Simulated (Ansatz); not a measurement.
F2GeH6N2Si (`[NH2][GeH2][Si](N)(F)F`), relaxed with RKS PBE0-D4/def2-TZVP in the Gaussian-basis code of Ansatz from a GFN2-xTB geometry. The force threshold is 0.005 eV/Å; the program also tests the step.

Charge 0, multiplicity 1.

Start:

```xyz
12

N     0.240    1.514    1.800
Ge    0.174   -0.188    1.195
Si   -0.654   -0.164   -0.948
N     0.314   -1.046   -2.039
F    -2.210   -0.567   -0.994
F    -0.754    1.301   -1.589
H     0.620    1.683    2.719
H     0.594    2.218    1.168
H     1.519   -0.902    1.279
H    -0.678   -0.904    2.209
H     0.722   -1.925   -1.774
H     0.114   -1.020   -3.026
```

Q: How much energy does the relaxation release, and in how many steps? (Estimate.)

A: Ansatz gave: 16.79 kJ/mol, in 29 steps, 2 of them rejected.

Q: Which bonds change most? (An estimate is asked.)

A: Ansatz gave: Ge2–Si3 from 2.297 to 2.374 Å; N1–Ge2 from 1.808 to 1.843 Å; Ge2–H10 from 1.505 to 1.537 Å; Ge2–H9 from 1.525 to 1.554 Å.

Q: Give the relaxed structure. (Estimate.)

A: Computed: 
```xyz
12

N     0.040    1.519    1.911
Ge    0.253   -0.167    1.196
Si   -0.570   -0.078   -1.028
N     0.046   -1.331   -1.980
F    -2.154   -0.180   -1.136
F    -0.229    1.386   -1.575
H     0.433    1.634    2.835
H     0.395    2.255    1.316
H     1.724   -0.665    1.160
H    -0.538   -1.143    2.080
H     1.019   -1.584   -1.963
H    -0.419   -1.646   -2.816
```
